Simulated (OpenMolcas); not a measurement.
Pt6+.

| Property | Result |
| --- | --- |
| Program | OpenMolcas |
| Method | CASSCF |
| Basis | ANO-RCC-VQZP [9s8p6d4f2g1h] |
| Scalar Hamiltonian | DKH2, point nucleus |
| Active space | 4 electrons in 10 orbitals (5d 6d) |
| State averaging | 2S+1 = 5 even, 5 roots; 2S+1 = 3 even, 45 roots; 2S+1 = 1 even, 50 roots |
| Spin-orbit coupling | RASSI with atomic mean-field integrals over the reference wave functions, term energies averaged over their components |

Levels without dynamic correlation, in cm-1 above 5d4 5D0:

| Level | E |
| --- | --- |
| 5d4 3P1(1) [71 %] | 37367 |
| 5d4 1I6 [69 %] | 56263 |
| 5d4 3D1 | 56599 |
| 5d4 1S0(1) [70 %] | 64824 |

On this reference, MS-CASPT2, IPEA 0.25 Eh, imaginary shift 0.1 Eh (closed shells correlated: 5s 5p) puts 5d4 3P1(1) [71 %] at 35380 cm-1.

Task: Estimate the other levels at that method by one scale factor, and say how well it serves.

Result: The factor is 35380 / 37367 = 0.947. Scaled values beside those that MS-CASPT2 gives:
```json
{"Level": "5d4 1I6 [69 %]", "Scaled": "53281", "MS-CASPT2": "54950", "Miss (%)": "-3.0"}
{"Level": "5d4 3D1", "Scaled": "53599", "MS-CASPT2": "53660", "Miss (%)": "-0.1"}
{"Level": "5d4 1S0(1) [70 %]", "Scaled": "61388", "MS-CASPT2": "61270", "Miss (%)": "+0.2"}
```
For these levels the scaled values miss MS-CASPT2 by up to 3.0 %, as correlation changes each term by its own factor, spin-orbit parts do not scale and CASPT2 has its own spread within terms. This holds within one configuration; levels of others move differently, and the target method has errors of its own against measurement.

CASPT2 breaks the degeneracy within a term, and the mean is taken; among the terms shown or strongly mixed into the levels shown the widest spread is 760 cm-1 (5d4 1I, MS-CASPT2). Active for correlation alone: 6d; no level in the range computed is led by a configuration that fills it, so any true level of that kind is missing. Without dynamic correlation excited terms often stand tens of per cent too high (terms of higher spin than the ground term too low), and those without a measured partner can miss by more than the paired ones (holds for CASSCF). The CASPT2 spread within a term exceeds the gap to the next term for 5d4 3D and 5d4 1I, so the order of their levels is uncertain (holds for MS-CASPT2). Levels of configurations outside the active space are missing.

A share in square brackets marks a mixed level and gives the weight of the term that names it, the lowest over the columns. A number in round brackets counts repeated terms of one configuration in the order of the reference energies.
